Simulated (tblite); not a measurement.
Record of a relaxation.

Compound: C2H8O3SSi2.
Bonds: Si1–O2, O2–C3, C3–O4, O4–C5, C5–S6 (double), C5–O7, O7–Si8. Hydrogens: H9, H10, H11 on Si1; H12, H13 on C3; H14, H15, H16 on Si8.

Computed with GFN2-xTB (tblite), gas phase: L-BFGS steps from a force-field or distance-geometry start until the largest atomic force falls under 0.01 eV/Å. 9 of its 220 geometries are shown.

Step 0: E = -743.8912 eV, largest atomic force 2.634 eV/Å
```
atom  x, y, z in Å  |  force x, y, z in eV/Å
Si1    -3.210    0.212    0.479    0.259  -0.720   0.125
O2     -2.129   -0.734   -0.467    0.635   1.659   1.215
C3     -0.844   -0.190   -0.366   -0.824  -0.342  -0.474
O4     -0.388   -0.145    0.975    1.884  -0.468   0.623
C5      0.885    0.391    1.138    0.753   0.041  -0.079
S6      1.045    2.029    0.977    0.028  -1.384   0.200
O7      1.992   -0.421    1.394   -1.622   1.138  -1.735
Si8     3.271   -0.585    0.219   -0.806  -0.160   0.432
H9     -2.563    1.510    0.742   -0.238  -0.105  -0.158
H10    -3.382   -0.467    1.781    0.047   0.067  -0.339
H11    -4.462    0.322   -0.270    0.276  -0.103  -0.081
H12    -0.151   -0.782   -0.978   -0.107  -0.089  -0.006
H13    -0.872    0.853   -0.704    0.225   0.064  -0.392
H14     4.194   -1.639    0.629   -0.333   0.105   0.390
H15     2.636   -1.014   -1.037   -0.087   0.100   0.137
H16     3.970    0.668    0.011   -0.089   0.199   0.141
```

Step 27: E = -744.7532 eV, largest atomic force 0.157 eV/Å
```
atom  x, y, z in Å  |  force x, y, z in eV/Å
Si1    -3.286    0.289    0.624   -0.051   0.088   0.086
O2     -2.151   -0.313   -0.392   -0.101   0.005   0.078
C3     -0.814   -0.173   -0.443   -0.057  -0.005  -0.066
O4     -0.170   -0.392    0.812    0.004  -0.023  -0.128
C5      0.941    0.346    1.010    0.017  -0.019  -0.099
S6      0.932    1.966    1.022    0.040  -0.005   0.029
O7      2.020   -0.378    1.151   -0.021  -0.007   0.155
Si8     3.358   -0.591    0.208   -0.040   0.047  -0.067
H9     -3.036    1.698    0.947   -0.006  -0.052  -0.055
H10    -3.335   -0.471    1.876    0.040   0.002  -0.106
H11    -4.432    0.087   -0.261    0.079  -0.003   0.116
H12    -0.430   -0.928   -1.143    0.089  -0.109  -0.058
H13    -0.526    0.827   -0.806   -0.070   0.101   0.022
H14     4.009   -1.625    0.994    0.003   0.099  -0.005
H15     2.875   -1.026   -1.105    0.028  -0.062   0.003
H16     4.037    0.691    0.032    0.046  -0.057   0.096
```

Step 55: E = -745.0426 eV, largest atomic force 0.212 eV/Å
```
atom  x, y, z in Å  |  force x, y, z in eV/Å
Si1    -3.115    0.307    0.849    0.018   0.020  -0.025
O2     -2.112   -0.422   -0.225   -0.186   0.100   0.020
C3     -0.948   -0.086   -0.833    0.013  -0.041   0.101
O4      0.173   -0.612   -0.138    0.059   0.104  -0.067
C5      0.878    0.211    0.643    0.000   0.061   0.027
S6      0.567    1.788    0.869   -0.012   0.024   0.123
O7      1.917   -0.375    1.183   -0.133  -0.040  -0.017
Si8     3.398   -0.625    0.498    0.022  -0.057  -0.070
H9     -2.882    1.753    0.943    0.004  -0.132  -0.073
H10    -2.940   -0.313    2.162    0.081  -0.003  -0.046
H11    -4.404   -0.029    0.248    0.070   0.036   0.038
H12    -0.924   -0.546   -1.829    0.038  -0.065   0.019
H13    -0.811    1.004   -0.912   -0.112  -0.010  -0.054
H14     3.986   -1.507    1.480   -0.010  -0.069   0.115
H15     3.170   -1.216   -0.817    0.066  -0.009  -0.034
H16     4.040    0.677    0.400    0.082   0.081  -0.058
```

Step 82: E = -745.1416 eV, largest atomic force 0.168 eV/Å
```
atom  x, y, z in Å  |  force x, y, z in eV/Å
Si1    -2.902    0.297    0.940    0.002   0.020  -0.084
O2     -2.110   -0.359   -0.343   -0.059   0.081   0.046
C3     -0.998    0.011   -1.026   -0.054   0.007  -0.050
O4      0.191   -0.477   -0.432    0.034   0.014  -0.040
C5      0.749    0.220    0.561   -0.047   0.070   0.056
S6      0.252    1.678    1.079    0.018  -0.016  -0.001
O7      1.777   -0.386    1.088    0.100   0.066  -0.029
Si8     3.329   -0.671    0.600    0.002  -0.168   0.004
H9     -2.953    1.760    0.838    0.040  -0.133   0.026
H10    -2.302   -0.135    2.208   -0.036   0.054  -0.144
H11    -4.186   -0.319    0.636   -0.010  -0.022   0.116
H12    -1.028   -0.460   -2.018    0.054   0.001   0.030
H13    -0.928    1.108   -1.130    0.029  -0.054   0.049
H14     3.751   -1.467    1.738   -0.003   0.002   0.024
H15     3.318   -1.389   -0.671   -0.030   0.010  -0.013
H16     4.033    0.598    0.454   -0.039   0.067   0.009
```

Step 110: E = -745.1836 eV, largest atomic force 0.147 eV/Å
```
atom  x, y, z in Å  |  force x, y, z in eV/Å
Si1    -2.816    0.183    0.897    0.094   0.023   0.012
O2     -2.068   -0.388   -0.451   -0.146   0.017   0.008
C3     -0.937    0.083   -1.029    0.128  -0.012   0.015
O4      0.233   -0.344   -0.353    0.076   0.047   0.069
C5      0.731    0.429    0.622    0.092   0.071  -0.070
S6      0.160    1.887    1.058   -0.015  -0.017   0.015
O7      1.794   -0.069    1.182    0.006  -0.008   0.019
Si8     3.178   -0.767    0.600    0.024   0.052   0.017
H9     -3.050    1.622    0.767   -0.012  -0.072   0.030
H10    -1.981   -0.119    2.057   -0.082   0.010   0.101
H11    -4.008   -0.635    0.809   -0.066  -0.049  -0.008
H12    -0.849   -0.341   -2.034    0.004  -0.015  -0.058
H13    -0.923    1.181   -1.059   -0.033   0.073  -0.115
H14     3.555   -1.542    1.773   -0.029  -0.001  -0.050
H15     2.885   -1.513   -0.615   -0.002  -0.092  -0.007
H16     4.089    0.340    0.300   -0.039  -0.028   0.024
```

Step 137: E = -745.2493 eV, largest atomic force 0.062 eV/Å
```
atom  x, y, z in Å  |  force x, y, z in eV/Å
Si1    -2.660   -0.017    0.948    0.016   0.017   0.055
O2     -1.862   -0.411   -0.429    0.000  -0.011  -0.007
C3     -0.862    0.230   -1.092    0.032  -0.008  -0.006
O4      0.405   -0.005   -0.505   -0.047  -0.005   0.001
C5      0.821    0.781    0.500   -0.034   0.003   0.024
S6      0.086    2.140    0.999    0.008   0.006  -0.028
O7      1.918    0.362    1.051    0.047  -0.021  -0.034
Si8     2.957   -0.876    0.656    0.020  -0.017   0.032
H9     -3.148    1.355    0.856   -0.019   0.006   0.016
H10    -1.822   -0.181    2.137    0.005  -0.008  -0.038
H11    -3.688   -1.040    0.857   -0.015  -0.012  -0.017
H12    -0.785   -0.197   -2.098    0.016   0.027  -0.011
H13    -1.030    1.316   -1.142   -0.026   0.011  -0.003
H14     3.106   -1.520    1.954    0.001   0.003   0.008
H15     2.410   -1.759   -0.364    0.005   0.002   0.018
H16     4.147   -0.170    0.196   -0.009   0.007  -0.011
```

Step 164: E = -745.2622 eV, largest atomic force 0.051 eV/Å
```
atom  x, y, z in Å  |  force x, y, z in eV/Å
Si1    -2.516   -0.173    0.954   -0.001   0.003   0.018
O2     -1.841   -0.371   -0.527    0.009   0.012   0.015
C3     -0.879    0.365   -1.153    0.015  -0.008   0.004
O4      0.397    0.124   -0.593    0.012  -0.009   0.004
C5      0.859    0.927    0.380   -0.012  -0.016   0.006
S6      0.211    2.354    0.803   -0.006   0.006   0.010
O7      1.923    0.464    0.959    0.009  -0.001   0.012
Si8     2.794   -0.940    0.772    0.018   0.007   0.016
H9     -3.190    1.122    1.022    0.023  -0.004   0.007
H10    -1.529   -0.271    2.034   -0.005  -0.009  -0.050
H11    -3.404   -1.323    0.901    0.005   0.009  -0.012
H12    -0.803    0.034   -2.195   -0.023  -0.003   0.014
H13    -1.092    1.443   -1.103   -0.006   0.012  -0.024
H14     2.946   -1.341    2.166   -0.019   0.007  -0.032
H15     2.081   -1.909   -0.048    0.004  -0.018   0.029
H16     4.037   -0.496    0.150   -0.024   0.015  -0.015
```

Step 192: E = -745.3163 eV, largest atomic force 0.103 eV/Å
```
atom  x, y, z in Å  |  force x, y, z in eV/Å
Si1    -2.249   -0.339    0.881   -0.010  -0.015   0.054
O2     -1.802   -0.218   -0.687    0.017  -0.001  -0.035
C3     -0.763    0.463   -1.250   -0.027   0.030   0.003
O4      0.451    0.239   -0.566   -0.037   0.020  -0.009
C5      0.802    1.061    0.444   -0.015  -0.002  -0.017
S6      0.170    2.527    0.724   -0.008  -0.003   0.009
O7      1.752    0.563    1.174    0.056  -0.086  -0.008
Si8     2.452   -0.932    0.913    0.071  -0.009  -0.043
H9     -2.548    0.967    1.465   -0.001  -0.017  -0.003
H10    -1.184   -0.986    1.662   -0.078   0.030  -0.020
H11    -3.415   -1.175    0.657    0.032  -0.021   0.027
H12    -0.611    0.086   -2.267    0.032  -0.021  -0.016
H13    -0.973    1.544   -1.272    0.036   0.024   0.006
H14     3.304   -0.951    2.093   -0.022   0.034  -0.024
H15     1.434   -1.978    0.909    0.005   0.051   0.003
H16     3.171   -0.864   -0.359   -0.049  -0.015   0.072
```

Step 219: E = -745.3308 eV, largest atomic force 0.009 eV/Å
```
atom  x, y, z in Å  |  force x, y, z in eV/Å
Si1    -2.370   -0.272    0.845    0.003   0.001  -0.006
O2     -1.781   -0.249   -0.683   -0.003  -0.001  -0.002
C3     -0.745    0.462   -1.212   -0.006  -0.002   0.000
O4      0.467    0.210   -0.531    0.001   0.003   0.002
C5      0.833    1.005    0.492    0.003  -0.001   0.002
S6      0.146    2.423    0.875   -0.002   0.000  -0.002
O7      1.845    0.526    1.148    0.004  -0.002   0.003
Si8     2.549   -0.962    0.869   -0.007  -0.004   0.004
H9     -2.873    1.042    1.234   -0.002   0.004   0.002
H10    -1.340   -0.703    1.794    0.003  -0.001   0.007
H11    -3.391   -1.281    0.622   -0.002  -0.001   0.001
H12    -0.580    0.123   -2.241    0.002   0.001  -0.005
H13    -0.947    1.544   -1.191    0.000  -0.001  -0.001
H14     3.532   -0.894    1.937    0.002   0.003   0.001
H15     1.536   -1.996    1.044    0.001   0.000  -0.003
H16     3.110   -0.969   -0.477    0.002   0.002  -0.004
```

Question: Summarise the path.

Answer: The energy falls by 1.4396 eV from step 0 to step 219; nine tenths of that is first reached at step 111. It rises by more than 0.2 meV at step 115. The largest force goes from 2.634 to 0.009 eV/Å. Among the bonds C5–O7 changes most, from 1.396 to 1.298 Å; the atoms move by 1.454 Å rms after alignment.

Question: Follow the three bonds and two angles with the largest change from start to end.

Answer: 
```csv
step,E above end (eV),largest force (eV/Å),C5–O7 (Å),Si1–O2 (Å),O7–Si8 (Å),Si1–O2–C3 (°),O7–Si8–H14 (°)
0,1.4396,2.634,1.396,1.720,1.744,108.9,110.0
10,0.6910,0.241,1.309,1.653,1.650,121.6,100.7
19,0.6201,0.203,1.309,1.648,1.648,125.5,96.1
29,0.5657,0.213,1.308,1.638,1.646,132.7,99.8
38,0.5153,0.288,1.311,1.629,1.647,142.6,99.4
48,0.3532,0.207,1.312,1.638,1.655,138.7,100.3
57,0.2780,0.190,1.306,1.635,1.655,135.4,99.9
67,0.2250,0.112,1.305,1.639,1.649,132.2,99.1
76,0.2150,0.073,1.302,1.641,1.647,132.7,97.5
86,0.1789,0.116,1.304,1.638,1.650,132.7,98.1
95,0.1681,0.060,1.305,1.641,1.653,131.4,98.7
105,0.1601,0.118,1.304,1.641,1.656,129.5,98.1
114,0.1121,0.282,1.300,1.645,1.654,128.3,100.4
124,0.0897,0.089,1.297,1.643,1.661,130.5,101.6
133,0.0833,0.051,1.299,1.641,1.663,131.0,101.2
143,0.0779,0.049,1.298,1.641,1.664,131.2,100.6
152,0.0738,0.066,1.298,1.641,1.663,130.6,101.0
162,0.0695,0.048,1.297,1.640,1.663,129.9,100.3
171,0.0649,0.125,1.298,1.642,1.665,129.4,98.0
181,0.0328,0.217,1.298,1.636,1.664,130.1,98.5
190,0.0163,0.110,1.296,1.638,1.670,129.6,97.4
200,0.0095,0.021,1.298,1.637,1.668,130.5,97.1
209,0.0074,0.086,1.297,1.636,1.668,131.1,97.0
219,0.0000,0.009,1.298,1.638,1.669,130.0,96.9
```

What follows is the cost of the whole relaxation. The run took 3.3 s of wall time on an Arm Neoverse N1 with one thread, no GPU, shared host with 64 logical CPUs at a one-minute load of 59.
